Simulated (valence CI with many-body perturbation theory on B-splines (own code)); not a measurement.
# E1 line list for Pb⁶⁸⁺

Computed by configuration interaction combined with many-body perturbation theory (CI+MBPT): four valence electrons over a frozen Dirac-Fock core [Ne], a basis of 11 s, 11 p, 9 d, 7 f, 5 g, 2 h, 1 i functions for each j, with the one-electron correlation potential Σ1, the two-electron term Σ2, the three-electron term Σ3, Breit, model QED; selected CI, second order for the rest (own B-spline code, finite nucleus).

No measured spectrum was set against this ion. As an estimate, large intervals hold to a few tenths of a per cent, small ones and those within an open d or f shell to about a per cent.

Lines 151 to 200 of 273 in falling wavelength, among levels below 1872.2 eV, chosen from the strongest by gf and those to the six lowest levels. Wavelengths and rates use the calculated energies. Electric multipoles are in the length gauge, E1 and E2 with the static RPA response of the core. Weak lines are less certain than strong ones. Lines between different terms over intervals too small for the method are left out, as are lines whose strength nearly cancels. The highest levels of a list are the least certain.

Levels are named by their leading jj configuration (3d3/2^4 stands for four electrons in 3d with j = 3/2), which in mixed levels can hold well under half, so a name can repeat and another be missing. Letters in brackets count levels of one name in rising energy.

```tsv
λ vac (nm)	Upper	Lower	A (s⁻¹)	S (a.u.) with core polarisation	S without
1.544	(3s 3p1/2 3p3/2 3d3/2) J=0 [b]	(3s^2 3p1/2 3d3/2) J=1	2.82e+12	5.12e-03	5.18e-03
1.544	(3s 3p1/2 3p3/2 3d5/2) J=1 [b]	(3s^2 3p1/2 3d5/2) J=2	1.29e+12	7.01e-03	7.11e-03
1.540	(3s 3p1/2 3p3/2^2) J=2 [b]	(3s^2 3p1/2 3p3/2) J=2	3.01e+12	2.71e-02	2.74e-02
1.537	(3s 3p1/2 3p3/2^2) J=1 [a]	(3s^2 3p1/2 3p3/2) J=2	2.23e+10	1.20e-04	1.21e-04
1.536	(3s 3p1/2^2 3p3/2) J=1	(3s^2 3p1/2^2) J=0	1.59e+12	8.52e-03	8.63e-03
1.532	(3p1/2^2 3p3/2 3d3/2) J=3	(3s 3p1/2^2 3d3/2) J=2	1.99e+12	2.47e-02	2.51e-02
1.531	(3s 3p1/2 3p3/2 3d3/2) J=3 [b]	(3s^2 3p1/2 3d3/2) J=2	6.90e+11	8.56e-03	8.68e-03
1.531	(3s 3p1/2 3p3/2 3d3/2) J=1 [a]	(3s 3p1/2^2 3p3/2) J=2	8.40e+10	4.47e-04	4.53e-04
1.531	(3p1/2^2 3p3/2 3d3/2) J=1	(3s 3p1/2^2 3d3/2) J=2	6.95e+11	3.69e-03	3.74e-03
1.528	(3p1/2^2 3p3/2^2) J=0	(3s 3p1/2^2 3p3/2) J=1	3.15e+12	5.55e-03	5.62e-03
1.528	(3p1/2^2 3p3/2 3d3/2) J=0	(3s 3p1/2^2 3d3/2) J=1	1.26e+12	2.22e-03	2.25e-03
1.522	(3s 3p1/2 3p3/2 3d3/2) J=1 [b]	(3s^2 3p1/2 3d3/2) J=2	5.08e+11	2.65e-03	2.69e-03
1.520	(3s 3p1/2 3p3/2^2) J=2 [b]	(3s^2 3p1/2 3p3/2) J=1	9.34e+10	8.10e-04	8.21e-04
1.519	(3s 3p1/2 3p3/2 3d3/2) J=3 [a]	(3s 3p1/2^2 3p3/2) J=2	9.92e+10	1.20e-03	1.22e-03
1.518	(3s 3p1/2 3p3/2 3d5/2) J=3 [d]	(3s^2 3p1/2 3d5/2) J=3	2.54e+12	3.07e-02	3.11e-02
1.518	(3s 3p1/2 3p3/2^2) J=1 [a]	(3s^2 3p1/2 3p3/2) J=1	2.52e+12	1.30e-02	1.32e-02
1.517	(3s 3p1/2 3p3/2 3d5/2) J=1 [c]	(3s^2 3p1/2 3d5/2) J=2	1.02e+12	5.30e-03	5.37e-03
1.517	(3s 3p1/2 3p3/2 3d5/2) J=2 [c]	(3s^2 3p1/2 3d5/2) J=3	4.19e+11	3.61e-03	3.66e-03
1.515	(3s 3p1/2 3p3/2 3d5/2) J=3 [d]	(3s^2 3p1/2 3d5/2) J=2	8.47e+11	1.02e-02	1.03e-02
1.515	(3p1/2^2 3p3/2 3d3/2) J=1	(3s 3p1/2^2 3d3/2) J=1	1.40e+12	7.18e-03	7.27e-03
1.514	(3s 3p1/2 3p3/2 3d3/2) J=2 [c]	(3s^2 3p1/2 3d3/2) J=2	6.44e+11	5.52e-03	5.59e-03
1.514	(3s 3p1/2 3p3/2 3d5/2) J=2 [c]	(3s^2 3p1/2 3d5/2) J=2	1.07e+12	9.17e-03	9.29e-03
1.513	(3s 3p1/2 3p3/2 3d3/2) J=3 [c]	(3s^2 3p1/2 3d3/2) J=2	5.38e+12	6.44e-02	6.52e-02
1.512	(3s 3p1/2 3p3/2^2) J=1 [b]	(3s^2 3p1/2 3p3/2) J=2	5.95e+12	3.04e-02	3.08e-02
1.510	(3s 3p1/2 3p3/2 3d3/2) J=1 [c]	(3s^2 3p1/2 3d3/2) J=2	6.39e+12	3.26e-02	3.30e-02
1.509	(3s 3p1/2 3p3/2 3d3/2) J=2 [b]	(3s 3p1/2^2 3p3/2) J=1	1.78e+11	1.51e-03	1.53e-03
1.508	(3s 3p1/2 3d3/2^2) J=2	(3s 3p1/2^2 3d3/2) J=1	2.42e+12	2.05e-02	2.08e-02
1.502	(3p1/2^2 3p3/2^2) J=2	(3s 3p1/2^2 3p3/2) J=2	8.84e+11	7.40e-03	7.49e-03
1.499	(3s 3p1/2 3p3/2 3d5/2) J=2 [d]	(3s^2 3p1/2 3d5/2) J=3	4.94e+12	4.11e-02	4.16e-02
1.496	(3s 3p1/2 3p3/2 3d5/2) J=2 [d]	(3s^2 3p1/2 3d5/2) J=2	1.23e+12	1.01e-02	1.03e-02
1.493	(3s 3p1/2 3p3/2^2) J=1 [b]	(3s^2 3p1/2 3p3/2) J=1	1.85e+12	9.11e-03	9.24e-03
1.485	(3s 3p1/2 3p3/2 3d3/2) J=1 [b]	(3s 3p1/2^2 3p3/2) J=1	2.20e+11	1.07e-03	1.08e-03
1.478	(3s 3p1/2 3p3/2 3d3/2) J=2 [c]	(3s 3p1/2^2 3p3/2) J=1	2.87e+11	2.28e-03	2.31e-03
1.474	(3s 3p1/2 3p3/2 3d3/2) J=1 [c]	(3s 3p1/2^2 3p3/2) J=1	1.58e+11	7.48e-04	7.58e-04
1.462	(3s^2 3d3/2^2) J=2	(3s^2 3p1/2 3d3/2) J=1	1.05e+13	8.11e-02	8.22e-02
1.458	(3s 3p1/2 3p3/2 3d3/2) J=2 [d]	(3s^2 3p1/2 3d3/2) J=2	2.87e+12	2.19e-02	2.22e-02
1.457	(3s 3p1/2 3p3/2 3d3/2) J=1 [d]	(3s^2 3p1/2 3d3/2) J=2	2.01e+11	9.20e-04	9.32e-04
1.456	(3s 3p1/2 3p3/2 3d3/2) J=2 [b]	(3s 3p1/2^2 3p3/2) J=2	7.64e+11	5.82e-03	5.90e-03
1.442	(3s^2 3p3/2 3d3/2) J=3	(3s^2 3p1/2 3p3/2) J=2	5.16e+12	5.35e-02	5.42e-02
1.442	(3s 3p1/2 3p3/2 3d3/2) J=3 [b]	(3s 3p1/2^2 3p3/2) J=2	4.77e+12	4.94e-02	5.00e-02
1.436	(3s^2 3d3/2 3d5/2) J=3	(3s^2 3p1/2 3d5/2) J=3	5.93e+12	6.07e-02	6.15e-02
1.433	(3s 3p1/2 3p3/2 3d3/2) J=1 [b]	(3s 3p1/2^2 3p3/2) J=2	5.15e+12	2.24e-02	2.27e-02
1.433	(3s^2 3d3/2 3d5/2) J=3	(3s^2 3p1/2 3d5/2) J=2	3.33e+12	3.39e-02	3.43e-02
1.430	(3s^2 3p3/2 3d3/2) J=1	(3s^2 3p1/2 3p3/2) J=2	7.93e+11	3.43e-03	3.48e-03
1.429	(3s^2 3p3/2 3d3/2) J=2	(3s^2 3p1/2 3p3/2) J=2	8.72e+12	6.28e-02	6.37e-02
1.427	(3s 3p1/2 3p3/2 3d3/2) J=2 [c]	(3s 3p1/2^2 3p3/2) J=2	7.56e+12	5.42e-02	5.49e-02
1.426	(3s 3p1/2 3p3/2 3d3/2) J=3 [c]	(3s 3p1/2^2 3p3/2) J=2	5.99e+11	6.00e-03	6.08e-03
1.423	(3s 3p1/2 3p3/2 3d3/2) J=2 [d]	(3s 3p1/2^2 3p3/2) J=1	3.10e+12	2.21e-02	2.24e-02
1.423	(3s 3p1/2 3p3/2 3d3/2) J=1 [c]	(3s 3p1/2^2 3p3/2) J=2	4.09e+11	1.75e-03	1.77e-03
1.423	(3s 3p1/2 3p3/2 3d3/2) J=1 [d]	(3s 3p1/2^2 3p3/2) J=1	1.04e+13	4.44e-02	4.50e-02
```
